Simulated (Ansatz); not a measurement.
Geometry optimisation, Ansatz 0.2.0, RKS PBE-D4/def2-SVP.

Input:

```yaml
crystal:
  periodic: [false, false, false]
  atoms:
    - { symbol: B, position_ang: [0.0, 0.0, 0.0] }
    - { symbol: H, position_ang: [0.0, 0.0, 1.54] }
    - { symbol: F, position_ang: [1.1431, 0.0, -0.66] }
    - { symbol: O, position_ang: [-1.2211, 0.0, -0.705] }
    - { symbol: H, position_ang: [-1.7308, -0.8467, -0.4965] }
    - { symbol: O, position_ang: [0.0766, 1.621, 0.5392] }
    - { symbol: H, position_ang: [0.4753, 1.6492, 1.4668] }
    - { symbol: H, position_ang: [0.0407, 0.8604, 1.537] }
basis:
  gaussian: { orbitals: def2-SVP }
hamiltonian:
  xc: pbe
  dispersion: d4
relax:
  f_tol: 0.15
  max_steps: 25
  restrain:
    - { distance: [0, 5], at: 2.61, k: 30.0 }
    - { distance: [7, 1], at: 1.86, k: 30.0 }
    - { distance: [0, 1], at: 1.19, k: 30.0 }
    - { distance: [7, 5], at: 1.01, k: 30.0 }
```

Run as:

```bash
$ ansatz run input.yaml --threads 1 --pin off --max-ram 2048MiB --backend cpu --events-out ev --progress --plain --runs-dir out
```

Q: Where does it end, and by what steps?

A: The forces met the threshold. The restraints hold the end off the free minimum. After 11 steps the energy has fallen by 4.373 eV (the restraints' own energy left out); O6 moved furthest, 0.81 Å. Parted: B1–O6 (1.71 → 2.61 Å). Joined: B1–H2 (1.54 → 1.20 Å).

```json
{"step": "0", "energy less start (eV)": "0.0000", "largest force component (eV/Å)": "4.389", "accepted": "yes"}
{"step": "1", "energy less start (eV)": "-0.4743", "largest force component (eV/Å)": "4.726", "accepted": "yes"}
{"step": "2", "energy less start (eV)": "-1.1073", "largest force component (eV/Å)": "5.548", "accepted": "yes"}
{"step": "3", "energy less start (eV)": "-2.4759", "largest force component (eV/Å)": "3.795", "accepted": "yes"}
{"step": "4", "energy less start (eV)": "-3.6380", "largest force component (eV/Å)": "2.572", "accepted": "yes"}
{"step": "5", "energy less start (eV)": "-4.0897", "largest force component (eV/Å)": "1.653", "accepted": "yes"}
{"step": "6", "energy less start (eV)": "-4.1639", "largest force component (eV/Å)": "1.431", "accepted": "yes"}
{"step": "7", "energy less start (eV)": "-4.3171", "largest force component (eV/Å)": "0.587", "accepted": "yes"}
{"step": "8", "energy less start (eV)": "-4.3568", "largest force component (eV/Å)": "0.692", "accepted": "yes"}
{"step": "9", "energy less start (eV)": "-4.3717", "largest force component (eV/Å)": "0.672", "accepted": "yes"}
{"step": "10", "energy less start (eV)": "-4.3728", "largest force component (eV/Å)": "0.653", "accepted": "yes"}
{"step": "11", "energy less start (eV)": "-4.3726", "largest force component (eV/Å)": "0.671", "accepted": "yes"}
```

```xyz
8
Properties=species:S:1:pos:R:3
B -0.034 -0.322 0.007
H -0.179 -0.627 1.163
F 1.206 -0.038 -0.423
O -1.019 -0.373 -0.920
H -1.882 -0.579 -0.520
O -0.109 1.969 1.247
H 0.790 2.124 0.905
H 0.012 1.130 1.762
```

Time of the run: 19 s on 1 thread of Arm Neoverse V2, with other jobs on the host, peak memory 0.13 GiB.
